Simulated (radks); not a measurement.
These are the eigenvalues of the occupied orbitals of an atom or ion with whole-number occupations (hartree). All-electron calculation, scalar-relativistic Kohn-Sham, BLYP, spin-polarised, spherical densities, finite nucleus; Fermi nuclear charge, rms radius of each element as measured or else 0.836 A^(1/3) + 0.57 fm. Program: a radial shooting solver on a logarithmic mesh with Libxc functionals.

| orbital | eigenvalue |
|---|---|
| 1s down | -2340.542 |
| 1s up | -2340.541 |
| 2s up | -412.3475 |
| 2s down | -412.3421 |
| 2p up | -364.8509 |
| 2p down | -364.8472 |
| 3s up | -106.5417 |
| 3s down | -106.3502 |
| 3p up | -92.28064 |
| 3p down | -92.08925 |
| 3d up | -75.12184 |
| 3d down | -74.97573 |
| 4s up | -34.10549 |
| 4s down | -33.75550 |
| 4p up | -29.29479 |
| 4p down | -28.95595 |
| 4d up | -23.02155 |
| 4d down | -22.68992 |
| 4f up | -16.01337 |

Which element is it, and in what charge state? The configuration may be excited. Open shells, if any, are filled with parallel spins first.

Answer. Z = 71, lutetium, charge +18: Lu18+ in [Kr] 4d10 4f7. The list shows which subshells hold electrons but not how many an open one holds; the 1s level, -2340.5 hartree, gives Z - s = 68.4 by -(Z - s)^2/2, which with screening and relativity narrows Z to a few neighbours, and the depths of the outer levels then fix element, charge and occupations together.
